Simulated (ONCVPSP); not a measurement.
# How hard is this He (Z = 2) ONCV potential?

| Item | Value |
| --- | --- |
| Element | helium |
| Generator | ONCVPSP 4.0.1 |
| Type | optimised norm-conserving Vanderbilt (ONCV) |
| Functional | LDA (Perdew-Wang 92) |
| Relativity | scalar-relativistic |
| Frozen core | none |
| Valence charge | 2 |
| Reference configuration | 1s2 |
| Partial waves | 1s: rc 0.45 bohr, ncon 4, nbas 8, qcut 15.8 1/bohr, local |
| Local potential | the s channel |
| Core correction | none |

Problem. For each optimised wave give the share of its norm inside rc, the residual kinetic energy above qcut (Ha) and the cutoffs (Ha) for errors of 10, 1, 0.1 and 0.01 mHa per electron.

Solution.

| wave | norm inside rc | residual KE | 10 mHa | 1 mHa | 0.1 mHa | 0.01 mHa |
| --- | --- | --- | --- | --- | --- | --- |
| 1s | 0.196 | 2.3e-04 | 57.0 | 99.0 | 212.8 | 779.4 |

The occupied waves need 99 Ha and 213 Ha for 1 and 0.1 mHa.
